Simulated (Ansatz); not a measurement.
Reaction (isomerisation): `C[NH][GeH]([OH])[Cl]` → `[NH2][GeH]([OH])[CH2]Cl`

Gas-phase electronic energies from Ansatz, PBE0-D4/def2-TZVP geometries. CBS: MP2 limit from def2 TZ/QZ plus the TZ coupled-cluster correction, frozen cores. DFT in def2-TZVPP. For Ge outer-core shells are correlated without core-valence functions, which leaves a few kJ/mol of doubt a bond. Scalar relativity is left out up to krypton. Each species was taken in one conformer, which may not be the lowest.

```csv
level,ΔE (kcal/mol)
PBE0-D4,20.7
PBE,19.8
MP2/def2-TZVPP,20.3
SCS-MP2/def2-QZVPP,20.2
```

What does CCSD(T)/CBS give? (An estimate is asked.)

The calculation gave: +19.4 kcal/mol. The listed levels differ from it by 1.3, 0.4, 0.9, 0.8 kcal/mol.

Largest T1 diagnostic among the species: 0.011.

In def2-TZVPP, CCSD(T) changes the Hartree–Fock value by −3.5 kcal/mol (the triples alone add −0.3 kcal/mol) and MP2 by −3.3 kcal/mol. From PBE to PBE0 (25 % exact exchange), in def2-TZVPP and without D4, ΔE moves by +0.7 kcal/mol.
